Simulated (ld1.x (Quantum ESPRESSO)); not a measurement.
# Scattering properties, TM potential for fluorine (F)

| Item | Value |
| --- | --- |
| Element | F (Z = 9) |
| Generator | ld1.x (Quantum ESPRESSO) 7.5 |
| Type | norm-conserving Troullier–Martins (Kleinman–Bylander form) |
| Functional | PW91 |
| Relativity | scalar-relativistic |
| Frozen core | none |
| Valence charge | 9 |
| Reference configuration | 1s2 2s2 2p2 (charge +3) |
| Partial waves | 2p (bound): rc 1.25 bohr; 1s (bound): rc 0.30 bohr |
| Local potential | the s channel |
| Core correction | none |

Occupied shells without a wave of their own: 2s. They enter only through the test configuration that unscreens the potential.

The phase is arctan(r·u′/u) with u = r·R(r), unwrapped; energies in Ry, scanned from -57 to 5 Ry. A pole is an energy at which the radial function vanishes at the test radius. The pseudo phase is shifted by a multiple of π to meet the all-electron one at the reference energy, and phase errors are pseudo minus all-electron; the curves can meet again beyond the range given. Levels narrower than the energy grid can be missing from the lists of poles.

```csv
channel,radius (bohr),reference energy (Ry),"poles, all-electron","poles, pseudo",unbroken range about the reference energy with phases within 0.05 rad,phase error 1 Ry above the reference energy (rad)
s,1.34,-54.53,-4.98,-4.72,below -8.5,+0.000
p,1.34,-5.36,-4.01,-4.00,below 1.9,+0.001
```

A Bessel basis up to 400 Ry misses an occupied level by 2.88 Ry, so cutoffs and ghosts were not judged. The potential misses its own reference levels by up to 2.0 eV, so it is not fit for use.

Phases in the p channel:

| E (Ry) | all-electron | pseudo |
| --- | --- | --- |
| -57.00 | 1.468 | 1.468 |
| -55.40 | 1.467 | 1.467 |
| -53.80 | 1.465 | 1.465 |
| -52.20 | 1.463 | 1.463 |
| -50.60 | 1.462 | 1.462 |
| -49.00 | 1.460 | 1.460 |
| -47.40 | 1.458 | 1.458 |
| -45.80 | 1.455 | 1.455 |
| -44.20 | 1.453 | 1.453 |
| -42.60 | 1.451 | 1.451 |
| -41.00 | 1.448 | 1.448 |
| -39.40 | 1.445 | 1.445 |
| -37.80 | 1.442 | 1.442 |
| -36.20 | 1.439 | 1.439 |
| -34.60 | 1.436 | 1.436 |
| -33.00 | 1.432 | 1.432 |
| -31.40 | 1.428 | 1.428 |
| -29.80 | 1.423 | 1.423 |
| -28.20 | 1.418 | 1.418 |
| -26.60 | 1.413 | 1.413 |
| -25.00 | 1.407 | 1.407 |
| -23.40 | 1.400 | 1.400 |
| -21.80 | 1.392 | 1.392 |
| -20.20 | 1.383 | 1.383 |
| -18.60 | 1.372 | 1.372 |
| -17.00 | 1.359 | 1.359 |
| -15.40 | 1.343 | 1.343 |
| -13.80 | 1.322 | 1.322 |
| -12.20 | 1.294 | 1.294 |
| -10.60 | 1.250 | 1.251 |
| -9.00 | 1.172 | 1.173 |
| -7.40 | 0.961 | 0.963 |
| -5.80 | -0.523 | -0.522 |
| -4.20 | -1.537 | -1.536 |
| -2.60 | -1.729 | -1.724 |
| -1.00 | -1.854 | -1.842 |
| 0.60 | -2.011 | -1.985 |
| 2.20 | -2.324 | -2.270 |
| 3.80 | -3.142 | -3.343 |
